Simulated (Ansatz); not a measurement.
`[GeH3][TeH]` + `BO` → `B[O][GeH3]` + H₂Te at 298.15 K and 1 bar (ligand exchange at a Ge–Te bond).

Computed with Ansatz on PBE0-D4/def2-TZVP structures; ΔE is electronic, products minus reactants. CCSD(T)/CBS is the MP2 limit (def2-TZVPP, def2-QZVPP) plus CCSD(T) − MP2 in def2-TZVPP, frozen cores. This one scheme is used for every species. Elements past krypton have def2 core potentials. For Ge, Te outer-core shells are correlated without core-valence functions, which leaves a few kJ/mol of doubt a bond. Scalar relativity is left out up to krypton.

| species | CCSD(T)/CBS energy (Eh) | H − E (kJ/mol) | S (J/(mol·K)) |
| --- | --- | --- | --- |
| `[GeH3][TeH]` | -2346.24724 | 93.7 | 311.2 |
| `BO` | -101.80414 | 103.5 | 230.4 |
| `B[O][GeH3]` | -2179.12438 | 144.5 | 304.9 |
| H₂Te | -268.91024 | 41.3 | 228.4 |

H − E and S are ideal-gas, rigid-rotor, harmonic terms from PBE0-D4/def2-TZVP. 1 Eh = 2625.50 kJ/mol, R = 8.31446 J/(mol·K).

By hand: ΔE, ΔH, ΔS and ΔG.

ΔE = (-2179.12438) + (-268.91024) − (-2346.24724) − (-101.80414) = 0.01676 Eh = 44.0 kJ/mol. Δ(H − E) = 144.5 + 41.3 − 93.7 − 103.5 = -11.4, so ΔH = 32.6 kJ/mol. ΔS = 304.9 + 228.4 − 311.2 − 230.4 = -8.3 J/(mol·K). ΔG = 32.6 − 298.15 × (-8.3)/1000 = 35.1 kJ/mol.

By hand: the equilibrium constant, and the temperature at which ΔG would vanish if ΔH and ΔS stayed fixed.

log₁₀ K = −ΔG/(RT ln 10) = -6.1. ΔH and −TΔS have one sign here, so there is no such temperature.

The number of gas molecules stays the same, so ΔS is small and ΔH decides. A doubt of 5 kJ/mol in ΔE shifts log₁₀ K by 0.9 here. These are equilibria of isolated gas molecules and say nothing of rates. Largest T1 diagnostic: 0.014 (customary marks: 0.02 for closed shells, 0.045 for open ones).
